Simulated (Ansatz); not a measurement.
ClH5OSi2, SMILES O[Si@@H]([SiH3])Cl.

Geometry: B3LYP-D3(BJ)/def2-SVP. The structure was generated by enumeration; whether it is a known compound was not checked. Other conformers were not sampled.

Two levels are set side by side: PBE/def2-SVPD (Ansatz, a quantum-chemistry and plane-wave program) and PBE0/def2-SVPD (Ansatz). Energy differences of separate SCF runs at the same geometry; the states with an electron removed or added have multiplicity 2 and 2. Differences are taken from unrounded values.

```tsv
quantity	PBE
vertical ionisation energy (eV)	9.86
vertical singlet–triplet gap (eV)	5.52
```

These are the PBE values. What does PBE0 give? (The exact figures need the calculation; the answer reports its results.)


```csv
quantity,PBE0,PBE minus PBE0
vertical ionisation energy (eV),10.23,-0.36
vertical singlet–triplet gap (eV),5.91,-0.39
```
